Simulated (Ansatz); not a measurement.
Cost and result for the atomization energy of `ClB1O[SiH2]S1` (7 atoms, 7 bonds).

| atom | x (Å) | y (Å) | z (Å) |
| --- | --- | --- | --- |
| Cl1 | 0.566 | 2.833 | -0.516 |
| B2 | 0.227 | 1.175 | -0.119 |
| O3 | 0.115 | 0.179 | -1.051 |
| Si4 | -0.196 | -1.019 | 0.091 |
| S5 | -0.030 | 0.499 | 1.575 |
| H6 | -1.539 | -1.611 | -0.083 |
| H7 | 0.857 | -2.056 | 0.104 |

Total charge 0; spin multiplicity 1. Geometry: relaxed with PBE0-D4/def2-TZVP. Program: Ansatz. All runs use 2 threads of an Arm Neoverse V1 on a shared host. Times are those of one run each, without the atoms' runs, and a repeat can differ threefold. Electronic energies, without spin–orbit coupling; frozen cores. CCSD(T)/CBS adds CCSD(T) − MP2 in def2-TZVPP to the MP2 limit, and its time is that of the two runs behind it. T1 = 0.013. HSE06 is the plane-wave form, built on full-range PBE exchange.

CCSD(T)/CBS is a level of theory with its own doubt, some kJ/mol a heavy atom from the limit and from the frozen cores, so smaller differences don't rank the functionals.

```tsv
level	functions	wall time
revPBE-D4/def2-TZVPP	216	3.1 s
BLYP-D4/def2-TZVPP	216	3.2 s
CCSD(T)/def2-SVP	92	3.7 s
PBE-D4/def2-TZVPP (with forces)	216	3.8 s
PBE0-D4/def2-TZVPP	216	4.5 s
BHLYP-D4/def2-TZVPP	216	5 s
HSE06-D4/def2-TZVPP	216	5.5 s
CAM-B3LYP-D4/def2-TZVPP	216	6 s
r2SCAN-D4/def2-TZVPP (with forces)	216	8 s
PBE-QIDH/def2-TZVPP	216	8 s
MP2/def2-QZVPP	384	23 s
CCSD(T)/def2-TZVPP	216	110 s
CCSD(T)/CBS(def2)	–	2.2 min
```

Question: What atomization energy does each give, and how far from CCSD(T)/CBS? (An estimate is asked.)

Answer: Ansatz gave: 
```
                             level  atomization (kcal/mol)  difference from CCSD(T)/CBS  per bond
              revPBE-D4/def2-TZVPP                   645.6                         -2.6      -0.4
                BLYP-D4/def2-TZVPP                   641.7                         -6.5      -0.9
                  CCSD(T)/def2-SVP                   602.0                        -46.2      -6.6
   PBE-D4/def2-TZVPP (with forces)                   663.5                         15.3       2.2
                PBE0-D4/def2-TZVPP                   651.3                          3.1       0.4
               BHLYP-D4/def2-TZVPP                   624.6                        -23.6      -3.4
               HSE06-D4/def2-TZVPP                   651.9                          3.7       0.5
           CAM-B3LYP-D4/def2-TZVPP                   645.9                         -2.3      -0.3
r2SCAN-D4/def2-TZVPP (with forces)                   657.7                          9.5       1.4
               PBE-QIDH/def2-TZVPP                   649.6                          1.4       0.2
                    MP2/def2-QZVPP                   665.5                         17.3       2.5
                CCSD(T)/def2-TZVPP                   627.7                        -20.5      -2.9
                 CCSD(T)/CBS(def2)                   648.2                          0.0       0.0
```

In def2-TZVPP, CCSD(T) changes the Hartree–Fock value by +152.4 kcal/mol (the triples alone add +13.6 kcal/mol) and MP2 by +178.1 kcal/mol; breaking electron pairs costs correlation energy, which Hartree–Fock lacks. The D4 term adds +8.8 kcal/mol with B3LYP and +4.5 kcal/mol with PBE0; it sums over pairs of atoms, weighted by their polarisabilities, and B3LYP, whose exchange is more repulsive, gets the larger term. From PBE to PBE0 (25 % exact exchange), in def2-TZVPP and without D4, the atomization energy moves by −11.3 kcal/mol: exact exchange takes away binding that semilocal exchange gives to molecules.

B3LYP here is the variant with VWN-RPA as its local correlation; programs differ in this.
